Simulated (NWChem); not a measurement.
System: C4H5FO; SMILES COC=C=CF

Input file for NWChem:

```
start job
memory heap 200 mb stack 900 mb global 1100 mb
geometry units angstroms noautoz
  C     -1.100966    -1.806908     0.085943
  O      0.273069    -1.895086    -0.200804
  C      0.968359    -0.751823    -0.144396
  C      0.511346     0.447942     0.159861
  C      0.130284     1.653222     0.490302
  F     -0.327770     2.553912    -0.387160
  H     -1.516325    -2.816193    -0.024838
  H     -1.269167    -1.446566     1.115377
  H     -1.607009    -1.115690    -0.610041
  H      2.023110    -0.916738    -0.393669
  H      0.138941     2.054108     1.511010
end
basis spherical
  * library 6-31g*
end
dft
  xc bhlyp
  iterations 150
  mulliken
end
task dft energy
```

All runs use the structure optimised with PBE0/def2-SVP.

**Question.** What results follow from this input? (BHandHLYP/6-31G* (spherical d).) Quantities: energy (Ha); highest occupied level (eV); orbital gap (eV); dipole (D).

**Answer.** The energy (Ha) comes out as -330.22 and the highest occupied level (eV) is -7.91. The orbital gap (eV) comes out as 9.57 and the dipole (D) is 1.54.
